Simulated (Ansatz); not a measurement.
Consider the substitution at a C–C bond: `C=CC#N` + `N[SiH3]` → `C=CN[SiH3]` + `C#N`.

Calculated with Ansatz (gas phase, PBE0-D4/def2-TZVP geometries, no zero-point term in ΔE). CCSD(T)/CBS adds triple-zeta CCSD(T) − MP2 to the extrapolated MP2 energy (def2 sets, frozen cores). This one scheme is used for every species. One conformer a species, not always the lowest.

```
     species  CCSD(T)/CBS(def2) energy (Eh)
    `C=CC#N`                     -170.61843
   `N[SiH3]`                     -346.80422
`C=CN[SiH3]`                     -424.08767
       `C#N`                      -93.32098
```

**Question.** Work out ΔE.

**Answer.** ΔE = (-424.08767) + (-93.32098) − (-170.61843) − (-346.80422) = 0.01400 Eh = +8.8 kcal/mol.

Largest T1 diagnostic among the species: 0.014.

In def2-TZVPP, CCSD(T) changes the Hartree–Fock value by −1.0 kcal/mol (the triples alone add −0.0 kcal/mol) and MP2 by −0.8 kcal/mol. At CCSD(T), def2-SVP lies −2.0 kcal/mol from the extrapolated value and def2-TZVPP −0.1 kcal/mol.
